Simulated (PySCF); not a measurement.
## How methods differ on the ionisation energy of Kr³²⁺

Kr³²⁺ [He] 2s2 (1S) → Kr³³⁺ [He] 2s1 (2S), as a difference of total energies. Calculation: PySCF 2.14, in an even-tempered Gaussian basis (17 s from 11 bohr⁻², ratio 2.2; 8 p from 17 bohr⁻², ratio 2.4; 5 d from 52 bohr⁻², ratio 2.4; 5 f from 78 bohr⁻², ratio 2.4; 4 g from 120 bohr⁻², ratio 2.4); no relativity, point nucleus. Correlated levels: nothing frozen; virtual orbitals above 40 to 60 times the deepest correlated orbital energy dropped. The calculations carry no spin-orbit coupling.

```json
{"method": "UHF", "ionisation energy (eV)": "3883.6"}
{"method": "LDA", "ionisation energy (eV)": "3881.8"}
{"method": "PBE", "ionisation energy (eV)": "3887.7"}
{"method": "PBE0", "ionisation energy (eV)": "3887.0"}
{"method": "r2SCAN", "ionisation energy (eV)": "3882.9"}
{"method": "BLYP", "ionisation energy (eV)": "3887.0"}
{"method": "M06-L", "ionisation energy (eV)": "3882.5"}
{"method": "MP2 (all electrons)", "ionisation energy (eV)": "3890.0"}
{"method": "SCS-MP2 (all electrons)", "ionisation energy (eV)": "3891.3"}
```

Problem. How much does correlation contribute at MP2 (all electrons)?

Solution. 3890.0 − (3883.6) = 6.4 eV, measured against UHF.

The gap to the reference is mostly relativistic.

For comparison: 3971 ± 4 eV (semi-empirical (NIST evaluation); NIST Atomic Spectra Database, ionization energies).
